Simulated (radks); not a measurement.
The numbers below are computed, except where a source is named.
Q: The fluorine ion F+, configuration [He] 2s2 2p4 (the NIST ground configuration). Code: a radial shooting solver on a logarithmic mesh with Libxc functionals. Model: Dirac Kohn-Sham, LDA (Slater exchange, Perdew-Wang correlation), spin-unpolarised, spherical densities, finite nucleus; open shells fill j = l - 1/2 first; Fermi nuclear charge, rms radius 2.8976 fm. Some entries of the table are withheld. Estimate them.

orbital,occ.,eigenvalue (Ry),<r^2> (bohr^2)
1s1/2,2,(1),(2)
2s1/2,2,(3),1.127
2p1/2,2,(4),(5)
2p3/2,2,(6),(7)

A: 
(1) 1s1/2 eigenvalue (Ry): -49.95095
(2) 1s1/2 <r^2> (bohr^2): 0.04239
(3) 2s1/2 eigenvalue (Ry): -3.45942
(4) 2p1/2 eigenvalue (Ry): -2.09471
(5) 2p1/2 <r^2> (bohr^2): 1.240
(6) 2p3/2 eigenvalue (Ry): -2.08921
(7) 2p3/2 <r^2> (bohr^2): 1.245
